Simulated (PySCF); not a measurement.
The group X on SiH2(OH)-X is varied. Gas-phase values, no solvent. One relaxed conformer stands for each flexible species; it need not be the lowest. Strings in code marks are SMILES.

B3LYP has the VWN-RPA correlation part, as in Gaussian. 

A: X = boryl (`B[SiH2]O`)
B: X = isocyano (`[C-]#[N+][SiH2]O`)
C: X = carbamoyl (`NC(=O)[SiH2]O` (O–C–Si–O torsion 0°, C–Si–O–H torsion 0°))
D: X = fluoromethyl (`O[SiH2]CF` (H–O–Si–C torsion 60°, O–Si–C–F torsion -60°))
E: X = iodo (`O[SiH2]I` (H–O–Si–I torsion 54°))
F: X = bromo

**Question.** Put the candidates in order of LUMO, lowest first, for B3LYP-D3(BJ)/def2-TZVP // PBE0-D4/def2-TZVP (PySCF).

**Answer.** A (-2.67 eV), B (-0.98 eV), C (-0.59 eV), E (-0.53 eV), F (-0.20 eV), D (-0.15 eV)
